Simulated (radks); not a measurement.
Charge is removed step by step from the 5d down level of Pb+, starting from [Xe] 4f14 5d(up 5, down 5) 6s2 6p1. Method: scalar-relativistic Kohn-Sham, PBE, spin-polarised, spherical densities, finite nucleus; open shells are filled with parallel spins first (spin-orbit coupling, left out, can overturn this in heavy ions); Fermi nuclear charge, rms radius 5.5012 fm; computed with a radial shooting solver on a logarithmic mesh with Libxc functionals.

removed (e)  E - E(0) (eV)  eigenvalue (eV)  E minus straight line (eV)
0                    0.000          -28.764                       0.000
0.125                3.694          -30.369                      -0.725
0.25                 7.591          -31.996                      -1.248
0.375               11.692          -33.645                      -1.566
0.5                 16.000          -35.314                      -1.677
0.625               20.518          -37.002                      -1.578
0.75                25.248          -38.709                      -1.267
0.875               30.193          -40.435                      -0.742
1                   35.354          -42.177                       0.000

Removing the whole electron costs 35.354 eV by Delta-SCF, against 28.764 eV from minus the eigenvalue at the starting occupation. Slater's transition state (half an electron removed) gives 35.314 eV. Integrating minus the eigenvalue over the occupation (Janak's theorem) gives 35.366 eV. In this scalar-relativistic scheme the density is built from large components alone, so the theorem holds only approximately. The mean slope of the eigenvalue, de/dn, is 13.4 eV per electron.
